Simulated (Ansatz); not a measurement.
Mulliken charges of CH4ClOSn, SMILES `[CH3][Sn]([OH])[Cl]` radical from PBE/def2-TZVPP in Ansatz (PBE0-D4/def2-TZVP geometry).

```tsv
atom	x (Å)	y (Å)	z (Å)	charge (e)
C1	-0.109	1.345	-0.184	-0.545
Sn2	-0.713	-0.660	0.367	0.794
O3	0.917	-1.422	1.170	-0.487
Cl4	-0.993	-1.893	-1.633	-0.378
H5	-0.904	1.812	-0.762	0.139
H6	0.101	1.912	0.722	0.138
H7	0.793	1.221	-0.783	0.153
H8	1.001	-2.372	1.047	0.186
```

**Question.** By hand: the dipole of these point charges (1 e Å = 4.8032 D).

**Answer.** Σ q r = (-0.382, 0.412, 0.508) e Å, of length 0.757 e Å = 3.64 D.

**Question.** How does the dipole of the full density compare? (An estimate is asked.)

**Answer.** The calculation gave: (-0.097, 0.315, 0.242) e Å, 1.96 D; the point charges give 1.86 times that, at 21° from its direction.

Point charges leave out the atoms' own dipoles, such as those of lone pairs, and Mulliken's split depends on the basis, so the two needn't agree.
